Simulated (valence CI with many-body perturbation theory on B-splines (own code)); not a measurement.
Tl LXVII: electric-dipole lines

Computed by valence CI with perturbative core correlation (CI+MBPT): five valence electrons over a frozen Dirac-Fock core [Ne], a basis of 9 s, 9 p, 8 d, 6 f, 3 g, 1 h functions for each j, with the one-electron correlation potential Σ1, the two-electron term Σ2, the three-electron term Σ3, Breit, model QED; selected CI, second order for the rest (own B-spline code, finite nucleus).

The last digits are not significant, and no measured levels were compared; by estimate large intervals hold to a few tenths of a per cent, small ones and those within an open d or f shell to about a per cent. Among the levels kept, up to 620 cm⁻¹ of a level comes from second order outside the variational space, and about a tenth of that is noise between levels of different J, which matters for small intervals.

Lines 1 to 50 of 215 in falling wavelength, among levels below 1249.2 eV, chosen from the strongest by gf and those to the six lowest levels. Wavelengths and rates use the calculated energies. Electric multipoles are in the length gauge, E1 and E2 with the static RPA response of the core. Weak lines are less certain than strong ones. Lines between different terms over intervals too small for the method are left out, as are lines whose strength nearly cancels.

Levels are named by their leading jj configuration (3d3/2^4 stands for four electrons in 3d with j = 3/2), which in mixed levels can hold well under half, so a name can repeat and another be missing. Letters in brackets count levels of one name in rising energy.

```csv
λ vac (Å),Upper,Lower,A (s⁻¹),S (a.u.)
90.33,(3s^2 3p1/2 3p3/2^2) J=3/2,(3s^2 3p1/2^2 3d5/2) J=5/2,4.01e+06,5.84e-06
89.04,(3s 3p1/2^2 3p3/2 3d3/2) J=5/2 [a],(3s^2 3p1/2 3p3/2 3d3/2) J=3/2 [b],2.45e+09,5.12e-03
82.56,(3s^2 3p1/2 3p3/2^2) J=5/2,(3s^2 3p1/2^2 3d5/2) J=5/2,1.66e+07,2.77e-05
74.63,(3s 3p1/2^2 3p3/2 3d3/2) J=7/2,(3s^2 3p1/2 3p3/2 3d3/2) J=5/2 [b],1.07e+10,1.76e-02
72.30,(3s 3p1/2^2 3p3/2 3d3/2) J=3/2 [b],(3s^2 3p1/2 3p3/2 3d3/2) J=3/2 [b],6.45e+09,4.81e-03
71.55,(3s 3p1/2^2 3p3/2 3d3/2) J=3/2 [b],(3s^2 3p1/2 3p3/2 3d3/2) J=1/2 [b],3.55e+09,2.57e-03
68.09,(3s 3p1/2^2 3p3/2 3d3/2) J=5/2 [b],(3s^2 3p1/2 3p3/2 3d3/2) J=3/2 [b],1.20e+09,1.12e-03
66.48,(3s 3p1/2^2 3p3/2 3d5/2) J=7/2 [a],(3s^2 3p1/2 3p3/2 3d5/2) J=7/2 [b],9.51e+09,1.10e-02
66.28,(3s 3p1/2^2 3p3/2 3d5/2) J=9/2,(3s^2 3p1/2 3p3/2 3d5/2) J=9/2,1.47e+10,2.11e-02
66.05,(3s 3p1/2^2 3p3/2 3d3/2) J=5/2 [a],(3s^2 3p1/2 3p3/2 3d3/2) J=7/2,3.31e+09,2.82e-03
65.95,(3s 3p1/2^2 3p3/2 3d3/2) J=1/2 [b],(3s^2 3p1/2 3p3/2 3d3/2) J=3/2 [b],4.15e+09,1.18e-03
65.57,(3s 3p1/2^2 3p3/2 3d5/2) J=7/2 [a],(3s^2 3p1/2 3p3/2 3d5/2) J=5/2 [b],1.42e+10,1.58e-02
65.48,(3s 3p1/2^2 3p3/2^2) J=5/2,(3s^2 3p1/2 3p3/2^2) J=5/2,1.32e+10,1.10e-02
65.33,(3s 3p1/2^2 3p3/2 3d3/2) J=1/2 [b],(3s^2 3p1/2 3p3/2 3d3/2) J=1/2 [b],1.43e+10,3.94e-03
63.08,(3s 3p1/2^2 3p3/2 3d3/2) J=5/2 [b],(3s^2 3p1/2 3p3/2 3d3/2) J=5/2 [b],6.69e+09,4.97e-03
63.05,(3s 3p1/2^2 3p3/2 3d3/2) J=5/2 [a],(3s^2 3p1/2 3p3/2 3d3/2) J=3/2 [a],2.82e+09,2.09e-03
62.34,(3s 3p1/2^2 3p3/2 3d3/2) J=3/2 [a],(3s^2 3p1/2 3p3/2 3d3/2) J=3/2 [a],1.15e+10,5.48e-03
62.11,(3s 3p1/2^2 3p3/2 3d3/2) J=3/2 [a],(3s^2 3p1/2 3p3/2 3d3/2) J=1/2 [a],4.14e+09,1.96e-03
61.96,(3s 3p1/2^2 3p3/2 3d3/2) J=7/2,(3s^2 3p1/2 3p3/2 3d3/2) J=7/2,2.02e+10,1.90e-02
61.58,(3s 3p1/2^2 3p3/2 3d5/2) J=9/2,(3s^2 3p1/2 3p3/2 3d5/2) J=7/2 [a],3.44e+10,3.97e-02
61.57,(3s 3p1/2^2 3p3/2 3d3/2) J=5/2 [a],(3s^2 3p1/2 3p3/2 3d3/2) J=5/2 [a],1.99e+10,1.38e-02
61.46,(3s 3p1/2^2 3p3/2 3d3/2) J=1/2 [a],(3s^2 3p1/2 3p3/2 3d3/2) J=3/2 [a],1.47e+10,3.36e-03
61.39,(3s 3p1/2^2 3p3/2 3d5/2) J=5/2 [a],(3s^2 3p1/2 3p3/2 3d5/2) J=5/2 [a],2.16e+10,1.48e-02
61.30,(3s 3p1/2^2 3p3/2^2) J=5/2,(3s^2 3p1/2 3p3/2^2) J=3/2,2.12e+10,1.44e-02
61.24,(3s 3p1/2^2 3p3/2 3d3/2) J=1/2 [a],(3s^2 3p1/2 3p3/2 3d3/2) J=1/2 [a],2.20e+10,5.00e-03
60.89,(3s 3p1/2^2 3p3/2 3d3/2) J=3/2 [a],(3s^2 3p1/2 3p3/2 3d3/2) J=5/2 [a],1.73e+10,7.70e-03
60.87,(3s 3p1/2^2 3p3/2^2) J=3/2,(3s^2 3p1/2 3p3/2^2) J=1/2,2.41e+06,1.07e-06
60.50,(3s 3p1/2^2 3p3/2 3d5/2) J=7/2 [b],(3s^2 3p1/2 3p3/2 3d5/2) J=7/2 [b],6.17e+09,5.39e-03
60.25,(3s 3p1/2^2 3p3/2 3d5/2) J=5/2 [a],(3s^2 3p1/2 3p3/2 3d5/2) J=3/2 [a],3.08e+10,2.00e-02
60.07,(3s 3p1/2^2 3p3/2 3d5/2) J=1/2,(3s^2 3p1/2 3p3/2 3d5/2) J=3/2 [b],4.03e+10,8.62e-03
59.79,(3s 3p1/2^2 3p3/2^2) J=1/2,(3s^2 3p1/2 3p3/2^2) J=1/2,4.48e+10,9.46e-03
59.75,(3s 3p1/2^2 3p3/2 3d5/2) J=7/2 [b],(3s^2 3p1/2 3p3/2 3d5/2) J=5/2 [b],1.32e+10,1.11e-02
59.23,(3s 3p1/2^2 3p3/2 3d5/2) J=3/2 [b],(3s^2 3p1/2 3p3/2 3d5/2) J=1/2,2.83e+10,1.16e-02
59.10,(3s 3p1/2^2 3p3/2 3d5/2) J=7/2 [a],(3s^2 3p1/2 3p3/2 3d5/2) J=5/2 [a],1.17e+09,9.57e-04
58.11,(3s 3p1/2^2 3p3/2 3d5/2) J=3/2 [b],(3s^2 3p1/2 3p3/2 3d5/2) J=3/2 [b],3.60e+10,1.40e-02
58.07,(3s^2 3p1/2 3d3/2^2) J=5/2,(3s^2 3p1/2 3p3/2 3d3/2) J=3/2 [b],4.20e+09,2.44e-03
58.00,(3s 3p1/2^2 3p3/2 3d3/2) J=7/2,(3s^2 3p1/2 3p3/2 3d3/2) J=5/2 [a],5.17e+09,3.99e-03
57.90,(3s 3p1/2^2 3p3/2 3d5/2) J=3/2 [a],(3s^2 3p1/2 3p3/2 3d5/2) J=5/2 [a],3.70e+10,1.42e-02
57.87,(3s 3p1/2^2 3p3/2 3d5/2) J=7/2 [a],(3s^2 3p1/2 3p3/2 3d5/2) J=9/2,1.16e+10,8.88e-03
56.89,(3s 3p1/2^2 3p3/2 3d5/2) J=3/2 [a],(3s^2 3p1/2 3p3/2 3d5/2) J=3/2 [a],1.08e+10,3.93e-03
56.22,(3s 3p1/2^2 3p3/2 3d5/2) J=5/2 [b],(3s^2 3p1/2 3p3/2 3d5/2) J=7/2 [b],4.65e+10,2.44e-02
56.17,(3s 3p1/2^2 3p3/2 3d3/2) J=3/2 [a],(3s 3p1/2^2 3p3/2^2) J=1/2,4.53e+09,1.58e-03
56.09,(3s 3p1/2^2 3p3/2^2) J=3/2,(3s^2 3p1/2 3p3/2^2) J=5/2,4.12e+10,1.44e-02
55.82,(3s 3p1/2^2 3p3/2 3d3/2) J=5/2 [a],(3s 3p1/2^2 3p3/2^2) J=3/2,1.39e+10,7.17e-03
55.57,(3s 3p1/2^2 3p3/2 3d5/2) J=5/2 [b],(3s^2 3p1/2 3p3/2 3d5/2) J=5/2 [b],2.12e+10,1.08e-02
55.46,(3s 3p1/2^2 3p3/2 3d3/2) J=1/2 [a],(3s 3p1/2^2 3p3/2^2) J=1/2,9.12e+09,1.54e-03
55.26,(3s 3p1/2^2 3p3/2 3d3/2) J=3/2 [a],(3s 3p1/2^2 3p3/2^2) J=3/2,8.38e+09,2.79e-03
54.38,(3s^2 3p1/2 3d3/2^2) J=5/2,(3s^2 3p1/2 3p3/2 3d3/2) J=5/2 [b],1.40e+10,6.65e-03
54.33,(3s 3p1/2^2 3p3/2 3d5/2) J=7/2 [b],(3s^2 3p1/2 3p3/2 3d5/2) J=5/2 [a],1.80e+09,1.14e-03
54.27,(3s^2 3p1/2 3p3/2 3d3/2) J=1/2 [a],(3s^2 3p1/2 3p3/2^2) J=1/2,5.65e+09,8.91e-04
```
